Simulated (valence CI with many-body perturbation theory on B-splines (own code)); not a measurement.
## E1 line list for Ir62+

Method: configuration interaction combined with many-body perturbation theory (CI+MBPT): five valence electrons over a frozen Dirac-Fock core [Ne], radial functions for each j: 9 s, 9 p, 8 d, 6 f, 3 g, 1 h, with the one-electron correlation potential Σ1 (screened to all orders), the two-electron term Σ2, the three-electron term Σ3, Breit, model QED; selected single and double excitations, second order for the rest (own B-spline code, finite nucleus).

No measured spectrum was set against this ion. As an estimate, large intervals hold to a few tenths of a per cent, small ones and those within an open d or f shell to about a per cent. Among the levels kept, up to 640 cm⁻¹ of a level comes from second order outside the variational space, and about a tenth of that is noise between levels of different J, which matters for small intervals.

Lines 151 to 200 of 212 in falling wavelength, among levels below 78.139 Ry, chosen from the strongest by gf and those to the six lowest levels. Wavelengths and rates use the calculated energies. Electric multipoles are in the length gauge, E1 and E2 with the static RPA response of the core. Weak lines are less certain than strong ones. Lines between different terms over intervals too small for the method are left out, as are lines whose strength nearly cancels. The highest levels of a list are the least certain.

Levels are named by their leading jj configuration (3d3/2^4 stands for four electrons in 3d with j = 3/2), which in mixed levels can hold well under half, so a name can repeat and another be missing. Letters in brackets count levels of one name in rising energy.

| λ vac (nm) | Upper | Lower | A (s⁻¹) | S (a.u.) with core polarisation | S without |
| --- | --- | --- | --- | --- | --- |
| 3.179 | (3s^2 3p1/2 3d3/2 3d5/2) J=3/2 | (3s 3p1/2^2 3p3/2^2) J=3/2 | 1.49e+10 | 9.44e-04 | 9.55e-04 |
| 3.148 | (3s 3p1/2^2 3p3/2 3d5/2) J=5/2 [b] | (3s 3p1/2^2 3p3/2^2) J=5/2 | 3.02e+10 | 2.79e-03 | 2.83e-03 |
| 3.130 | (3s 3p1/2^2 3p3/2 3d5/2) J=3/2 [b] | (3s 3p1/2^2 3p3/2^2) J=5/2 | 2.60e+10 | 1.58e-03 | 1.60e-03 |
| 3.026 | (3s^2 3p1/2 3d3/2 3d5/2) J=7/2 | (3s 3p1/2^2 3p3/2^2) J=5/2 | 7.24e+09 | 7.92e-04 | 8.02e-04 |
| 2.555 | (3s 3p1/2^2 3p3/2 3d3/2) J=5/2 [a] | (3s^2 3p1/2^2 3d5/2) J=5/2 | 3.78e+08 | 1.87e-05 | 1.89e-05 |
| 2.543 | (3s 3p1/2^2 3p3/2 3d3/2) J=3/2 [a] | (3s^2 3p1/2^2 3d5/2) J=5/2 | 1.32e+08 | 4.29e-06 | 4.34e-06 |
| 2.496 | (3s 3p1/2^2 3p3/2 3d3/2) J=7/2 | (3s^2 3p1/2^2 3d5/2) J=5/2 | 1.78e+10 | 1.09e-03 | 1.11e-03 |
| 2.444 | (3s^2 3p3/2^3) J=3/2 | (3s^2 3p1/2^2 3d5/2) J=5/2 | 1.14e+08 | 3.27e-06 | 3.32e-06 |
| 2.401 | (3s 3p1/2^2 3p3/2 3d3/2) J=3/2 [b] | (3s^2 3p1/2^2 3d5/2) J=5/2 | 4.88e+09 | 1.33e-04 | 1.35e-04 |
| 2.354 | (3s 3p1/2^2 3p3/2 3d3/2) J=5/2 [b] | (3s^2 3p1/2^2 3d5/2) J=5/2 | 6.98e+09 | 2.69e-04 | 2.73e-04 |
| 2.222 | (3s^2 3p1/2 3d3/2^2) J=5/2 | (3s^2 3p1/2^2 3d5/2) J=5/2 | 5.76e+08 | 1.87e-05 | 1.90e-05 |
| 2.125 | (3s 3p1/2 3p3/2^3) J=3/2 | (3s^2 3p1/2 3p3/2^2) J=1/2 | 3.74e+10 | 7.08e-04 | 7.18e-04 |
| 2.076 | (3s 3p1/2^2 3p3/2 3d3/2) J=5/2 [a] | (3s^2 3p1/2^2 3d3/2) J=3/2 | 5.96e+09 | 1.58e-04 | 1.60e-04 |
| 2.068 | (3s 3p1/2^2 3p3/2 3d3/2) J=3/2 [a] | (3s^2 3p1/2^2 3d3/2) J=3/2 | 6.38e+10 | 1.12e-03 | 1.13e-03 |
| 2.067 | (3s 3p1/2 3p3/2^3) J=3/2 | (3s^2 3p1/2 3p3/2^2) J=5/2 | 5.74e+10 | 1.00e-03 | 1.01e-03 |
| 2.061 | (3s 3p1/2^2 3p3/2^2) J=5/2 | (3s^2 3p1/2^2 3p3/2) J=3/2 | 4.46e+11 | 1.16e-02 | 1.17e-02 |
| 2.061 | (3s 3p1/2^2 3p3/2 3d5/2) J=5/2 [a] | (3s^2 3p1/2^2 3d5/2) J=5/2 | 2.71e+11 | 7.03e-03 | 7.12e-03 |
| 2.060 | (3s 3p1/2^2 3p3/2 3d3/2) J=1/2 [a] | (3s^2 3p1/2^2 3d3/2) J=3/2 | 6.22e+09 | 5.37e-05 | 5.44e-05 |
| 2.050 | (3s^2 3p1/2 3d3/2^2) J=3/2 | (3s^2 3p1/2^2 3d5/2) J=5/2 | 5.26e+10 | 8.94e-04 | 9.07e-04 |
| 2.035 | (3s 3p1/2^2 3p3/2 3d5/2) J=7/2 [a] | (3s^2 3p1/2^2 3d5/2) J=5/2 | 4.94e+10 | 1.64e-03 | 1.66e-03 |
| 2.026 | (3s 3p1/2 3p3/2^3) J=3/2 | (3s^2 3p1/2 3p3/2^2) J=3/2 | 1.46e+12 | 2.40e-02 | 2.44e-02 |
| 2.019 | (3s 3p1/2^2 3p3/2 3d5/2) J=3/2 [a] | (3s^2 3p1/2^2 3d5/2) J=5/2 | 1.44e+11 | 2.34e-03 | 2.37e-03 |
| 2.002 | (3s^2 3p3/2^3) J=3/2 | (3s^2 3p1/2^2 3d3/2) J=3/2 | 5.33e+10 | 8.44e-04 | 8.56e-04 |
| 2.002 | (3s 3p1/2 3p3/2^3) J=5/2 | (3s^2 3p1/2 3p3/2^2) J=5/2 | 1.57e+12 | 3.72e-02 | 3.77e-02 |
| 1.978 | (3s 3p1/2^2 3p3/2 3d5/2) J=7/2 [b] | (3s^2 3p1/2^2 3d5/2) J=5/2 | 1.35e+12 | 4.13e-02 | 4.19e-02 |
| 1.973 | (3s 3p1/2^2 3p3/2 3d3/2) J=3/2 [b] | (3s^2 3p1/2^2 3d3/2) J=3/2 | 7.62e+11 | 1.16e-02 | 1.17e-02 |
| 1.963 | (3s 3p1/2 3p3/2^3) J=5/2 | (3s^2 3p1/2 3p3/2^2) J=3/2 | 6.62e+09 | 1.48e-04 | 1.50e-04 |
| 1.961 | (3s 3p1/2^2 3p3/2^2) J=3/2 | (3s^2 3p1/2^2 3p3/2) J=3/2 | 1.13e+12 | 1.69e-02 | 1.71e-02 |
| 1.953 | (3s 3p1/2^2 3p3/2^2) J=1/2 | (3s^2 3p1/2^2 3p3/2) J=3/2 | 8.94e+11 | 6.57e-03 | 6.66e-03 |
| 1.941 | (3s 3p1/2^2 3p3/2 3d3/2) J=5/2 [b] | (3s^2 3p1/2^2 3d3/2) J=3/2 | 1.46e+12 | 3.16e-02 | 3.21e-02 |
| 1.932 | (3s 3p1/2^2 3p3/2 3d5/2) J=5/2 [b] | (3s^2 3p1/2^2 3d5/2) J=5/2 | 6.83e+11 | 1.46e-02 | 1.48e-02 |
| 1.926 | (3s 3p1/2^2 3p3/2 3d3/2) J=1/2 [b] | (3s^2 3p1/2^2 3d3/2) J=3/2 | 1.78e+12 | 1.26e-02 | 1.27e-02 |
| 1.925 | (3s 3p1/2^2 3p3/2 3d5/2) J=3/2 [b] | (3s^2 3p1/2^2 3d5/2) J=5/2 | 1.10e+12 | 1.54e-02 | 1.57e-02 |
| 1.895 | (3s^2 3p1/2 3p3/2 3d3/2) J=5/2 [a] | (3s^2 3p1/2^2 3p3/2) J=3/2 | 2.16e+09 | 4.35e-05 | 4.41e-05 |
| 1.886 | (3s^2 3p1/2 3d3/2 3d5/2) J=7/2 | (3s^2 3p1/2^2 3d5/2) J=5/2 | 9.22e+10 | 2.44e-03 | 2.47e-03 |
| 1.884 | (3s^2 3p1/2 3p3/2 3d3/2) J=1/2 [a] | (3s^2 3p1/2^2 3p3/2) J=3/2 | 2.56e+09 | 1.69e-05 | 1.72e-05 |
| 1.883 | (3s^2 3p1/2 3p3/2 3d3/2) J=3/2 [a] | (3s^2 3p1/2^2 3p3/2) J=3/2 | 3.75e+11 | 4.95e-03 | 5.02e-03 |
| 1.873 | (3s^2 3p1/2 3d3/2 3d5/2) J=5/2 [a] | (3s^2 3p1/2^2 3d5/2) J=5/2 | 1.73e+11 | 3.36e-03 | 3.41e-03 |
| 1.854 | (3s^2 3p1/2 3d3/2 3d5/2) J=3/2 | (3s^2 3p1/2^2 3d5/2) J=5/2 | 2.57e+10 | 3.24e-04 | 3.28e-04 |
| 1.851 | (3s^2 3p1/2 3d3/2^2) J=5/2 | (3s^2 3p1/2^2 3d3/2) J=3/2 | 2.90e+12 | 5.44e-02 | 5.52e-02 |
| 1.774 | (3s^2 3p1/2 3p3/2 3d3/2) J=5/2 [b] | (3s^2 3p1/2^2 3p3/2) J=3/2 | 4.26e+12 | 7.05e-02 | 7.15e-02 |
| 1.755 | (3s^2 3p1/2 3d3/2 3d5/2) J=5/2 [b] | (3s^2 3p1/2^2 3d5/2) J=5/2 | 6.64e+12 | 1.06e-01 | 1.08e-01 |
| 1.746 | (3s^2 3p1/2 3p3/2 3d3/2) J=1/2 [b] | (3s^2 3p1/2^2 3p3/2) J=3/2 | 5.76e+12 | 3.03e-02 | 3.07e-02 |
| 1.744 | (3s^2 3p1/2 3p3/2 3d3/2) J=3/2 [b] | (3s^2 3p1/2^2 3p3/2) J=3/2 | 8.30e+12 | 8.68e-02 | 8.81e-02 |
| 1.738 | (3s 3p1/2^2 3p3/2 3d5/2) J=5/2 [a] | (3s^2 3p1/2^2 3d3/2) J=3/2 | 2.81e+08 | 4.37e-06 | 4.43e-06 |
| 1.736 | (3s^2 3p1/2 3d3/2^2) J=1/2 | (3s^2 3p1/2^2 3d3/2) J=3/2 | 5.40e+12 | 2.79e-02 | 2.83e-02 |
| 1.730 | (3s^2 3p1/2 3d3/2^2) J=3/2 | (3s^2 3p1/2^2 3d3/2) J=3/2 | 6.68e+12 | 6.83e-02 | 6.93e-02 |
| 1.708 | (3s 3p1/2^2 3p3/2 3d5/2) J=3/2 [a] | (3s^2 3p1/2^2 3d3/2) J=3/2 | 2.11e+12 | 2.07e-02 | 2.10e-02 |
| 1.656 | (3s 3p1/2^2 3p3/2 3d5/2) J=1/2 | (3s^2 3p1/2^2 3d3/2) J=3/2 | 1.05e+10 | 4.70e-05 | 4.76e-05 |
| 1.645 | (3s 3p1/2^2 3p3/2 3d5/2) J=5/2 [b] | (3s^2 3p1/2^2 3d3/2) J=3/2 | 1.83e+07 | 2.41e-07 | 2.51e-07 |
